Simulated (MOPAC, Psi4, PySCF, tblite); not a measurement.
Two rigid molecules brought together: HCl ··· CH3Cl (SMILES Cl and CCl). Monomers: optimised at B3LYP-D3(BJ) (def2-TZVP), held rigid. Orientation: a higher rigid-body minimum at GFN2-xTB. The monomers approach along the line of their centres of mass (distance R); nothing else relaxes.

Geometry at R = 3.32 Å (first 2 atoms: monomer A):
```
7

Cl     0.6410     0.0000     0.0000
H     -0.6410     0.0000     0.0000
C     -1.4091    -0.7632    -2.7103
Cl    -2.4976    -0.2234    -1.3899
H     -1.9502    -0.6940    -3.6491
H     -0.5389    -0.1139    -2.7228
H     -1.1162    -1.7900    -2.5136
```

RKS-B3LYP/6-31G* = restricted B3LYP/6-31G*, spherical d, no counterpoise correction (PySCF); PM3, restricted, heats of formation (MOPAC); GFN2-xTB (tblite); SAPT0/jun-cc-pVDZ, frozen core (Psi4).

Interaction energies in kJ/mol; the last columns give the difference from SAPT0:

| R / Å | RKS-B3LYP/6-31G* | PM3 | GFN2-xTB | SAPT0/jun-cc-pVDZ | RKS-B3LYP/6-31G* − SAPT0/jun-cc-pVDZ | PM3 − SAPT0/jun-cc-pVDZ | GFN2-xTB − SAPT0/jun-cc-pVDZ |
|---|---|---|---|---|---|---|---|
| 2.68 | 82.30 | 9.53 | 42.17 | 71.25 | 11.04 | -61.73 | -29.08 |
| 2.89 | 28.40 | -4.23 | 4.70 | 24.41 | 3.99 | -28.64 | -19.70 |
| 3.11 | 2.66 | -4.99 | -10.21 | 1.76 | 0.89 | -6.75 | -11.98 |
| 3.32 | -7.17 | -7.19 | -13.49 | -7.25 | 0.08 | 0.06 | -6.24 |
| 3.49 | -9.86 | -7.36 | -13.09 | -9.99 | 0.13 | 2.62 | -3.11 |
| 3.75 | -9.88 | -5.41 | -11.02 | -10.42 | 0.54 | 5.00 | -0.60 |
| 4.02 | -8.09 | -3.44 | -8.78 | -9.00 | 0.91 | 5.56 | 0.21 |
| 4.33 | -5.89 | -2.15 | -6.71 | -6.99 | 1.10 | 4.84 | 0.29 |
| 4.83 | -3.45 | -1.31 | -4.34 | -4.47 | 1.02 | 3.16 | 0.13 |
| 5.54 | -1.81 | -0.81 | -2.38 | -2.46 | 0.65 | 1.64 | 0.08 |
| 6.54 | -0.93 | -0.45 | -1.11 | -1.20 | 0.27 | 0.75 | 0.09 |
| 7.79 | -0.48 | -0.24 | -0.51 | -0.59 | 0.11 | 0.35 | 0.08 |

RKS-B3LYP/6-31G* is furthest from SAPT0/jun-cc-pVDZ at 2.68 (11.04 kJ/mol, above); its mean absolute difference over the points is 1.73 kJ/mol.

PM3 is furthest from SAPT0/jun-cc-pVDZ at 2.68 (-61.73 kJ/mol, below); its mean absolute difference over the points is 10.09 kJ/mol.

GFN2-xTB is furthest from SAPT0/jun-cc-pVDZ at 2.68 (-29.08 kJ/mol, below); its mean absolute difference over the points is 5.97 kJ/mol.
